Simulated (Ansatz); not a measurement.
C3H9B3O3, charge +1, doublet, at a GFN2-xTB geometry (a state made from the parent by changing its charge; the spin is typed, not shown lowest). Base run: CAM-B3LYP/def2-SV(P) in Ansatz (a program for electronic structure).

Ansatz was given this input:
Ansatz 0.2 input:
```yaml
crystal:
  periodic: [false, false, false]
  atoms:
    - {symbol: C, position_ang: [-1.86921833, -2.30973507, -0.20001952]}
    - {symbol: B, position_ang: [-0.89781226, -1.07389565, -0.09636603]}
    - {symbol: O, position_ang: [0.46707948, -1.27383094, 0.04116915]}
    - {symbol: B, position_ang: [1.29249091, -0.22209950, 0.13036239]}
    - {symbol: C, position_ang: [2.88350992, -0.49012124, 0.28816344]}
    - {symbol: O, position_ang: [0.86577880, 1.05123225, 0.09371161]}
    - {symbol: B, position_ang: [-0.48969592, 1.30369220, -0.04280953]}
    - {symbol: C, position_ang: [-0.99428482, 2.80118990, -0.08592043]}
    - {symbol: O, position_ang: [-1.27447429, 0.21916510, -0.12860370]}
    - {symbol: H, position_ang: [-1.35306759, -3.26268703, -0.15703666]}
    - {symbol: H, position_ang: [-2.42127881, -2.25763040, -1.13753568]}
    - {symbol: H, position_ang: [-2.59061526, -2.27087706, 0.61520608]}
    - {symbol: H, position_ang: [3.22032040, -1.01336254, -0.60324959]}
    - {symbol: H, position_ang: [3.03259602, -1.12420064, 1.15805345]}
    - {symbol: H, position_ang: [3.40374293, 0.45452431, 0.40072714]}
    - {symbol: H, position_ang: [-1.70188331, 2.96037468, 0.72651878]}
    - {symbol: H, position_ang: [-0.18888059, 3.52145244, 0.00580456]}
    - {symbol: H, position_ang: [-1.51295973, 2.97338817, -1.02797967]}
basis:
  gaussian:
    orbitals: def2-SV_P_.json
hamiltonian:
  xc: cam_b3lyp
total_charge: 1
magnetization: {spin_polarized: true, initial_magnetization: 1}
```
The basis file holds def2-SV(P) in the JSON format of the Basis Set Exchange.

Each row names what was changed in the base input (with any setting that the change needs).

```tsv
change	ΔE vs base (kcal/mol)
base	0.000
point_charge = charge:0.5 position_ang:-0.9958, -1.7652, 6.21	23.90
nuclear_model = gaussian	0.031
forces = on	0.000
lower_state_search = off	0.000
point_charge = charge:-1.0 position_ang:5.0995, 1.2992, 3.8591	-57.78
final_grid = 14, 28, 59	0.000
lower_state_search = light	0.000
point_charge = charge:1.0 position_ang:-5.4638, 2.2593, -2.7915	46.06
lower_state_search = full	0.000
final_grid = 4, 8, 17	0.151
```
